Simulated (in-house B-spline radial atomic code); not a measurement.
A fraction x of an electron is moved 3d → 4d in Br4+, starting from [Ar] 3d10 4s2 4p1 and keeping the highest spin. Method: non-relativistic LDA VWN5, spin-polarised, spherical fractional occupations, point nucleus. Calculated with an all-electron radial atomic-structure program (B-spline basis).

```tsv
x	E(x) - E(0) (eV)	3d down level (eV)	4d up level (eV)
0	0.0000	-122.215	-
0.125	11.3363	-124.224	-32.776
0.25	22.8627	-126.231	-33.254
0.375	?	?	?
0.5	46.4917	-130.233	-34.172
0.625	58.5963	-132.229	-34.616
0.75	70.8951	-134.220	-35.052
0.875	?	?	?
1	96.0770	-138.192	-35.903
```

(1) What belongs in the row x = 0.375?

(2) What belongs in the row x = 0.875?

(3) Check Janak's theorem between x = 0.125 and 0.25.

Answers

(1) An energy change of 34.5808 eV; 3d down at -128.234 eV, 4d up at -33.719 eV.

(2) An energy change of 83.3885 eV; 3d down at -136.208 eV, 4d up at -35.480 eV.

(3) The slope of the energy is 92.21 eV; the orbital levels give 92.21 eV (ε of the receiving orbital less ε of the emptying one, averaged over the two points).
